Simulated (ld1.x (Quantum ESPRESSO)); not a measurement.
# O: excitation energies, all-electron against TM

- Element: O
- Generator: ld1.x (Quantum ESPRESSO) 7.5
- Type: norm-conserving Troullier–Martins (Kleinman–Bylander form)
- Functional: BLYP
- Relativity: scalar-relativistic
- Frozen core: [He]
- Valence charge: 6
- Reference configuration: 2s1.75 2p4.25
- Partial waves: 2p (bound): rc 1.10 bohr; 3d channel at 0.5 Ry: rc 0.85 bohr; 2s (bound): rc 0.70 bohr
- Local potential: the s channel
- Core correction: Bessel-smoothed model core, default radius (core density twice the valence density)

Energies are relative to the spin-unpolarised reference configuration 2s1.75 2p4.25; without spin polarisation the order of configurations can differ from experiment.

Task: Give the all-electron excitation energy and the error of the potential for: 2s2 2p4; 2s2 2p3; 2s2 2p2; 2s1 2p5; 2s1 2p4; 2s2 2p1; 2s0 2p6.

Result:

```tsv
valence configuration	charge	ΔE all-electron (eV)	error AE − PS (meV)
2s2 2p4	0	-3.703	+0.7
2s2 2p3	+1	12.725	+5.5
2s2 2p2	+2	46.333	+43
2s1 2p5	0	11.128	+5.9
2s1 2p4	+1	27.818	-2.8
2s2 2p1	+3	100.271	+201
2s0 2p6	0	26.008	+33
```

Levels in the configuration 2s2 2p2:

| level | all-electron (eV) | pseudo (eV) |
| --- | --- | --- |
| 2s | -58.228 | -58.220 |
| 2p | -43.284 | -43.206 |
